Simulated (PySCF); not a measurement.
Si(Cl)(OH) (ClHOSi), SMILES [Si](O)Cl (connectivity only; charge and spin as stated), neutral, multiplicity 1. Geometry: B3LYP-D3(BJ)/def2-TZVP. Other conformers were not sampled.

All values below come from B3LYP-D3(BJ)/def2-TZVP in PySCF.

Harmonic wavenumbers (cm⁻¹): 265, 472, 490, 800, 858, 3818. Rotational constants (GHz): 22.57, 4.452, 3.719; symmetry number 1.

Task: Work out the zero-point energy and the ideal-gas rigid-rotor harmonic-oscillator thermochemistry at 298.15 K and 1 atm.

Result: ZPE = ½ Σ hcν = ½ × 6703 cm⁻¹ = 40.10 kJ/mol. H − E(el) = 52.86 kJ/mol. Entropy in J/(mol K): translation 163.48, rotation 101.54, vibration 14.30, total 279.32. G − E(el) = -30.42 kJ/mol. Cp = 56.40 J/(mol K).
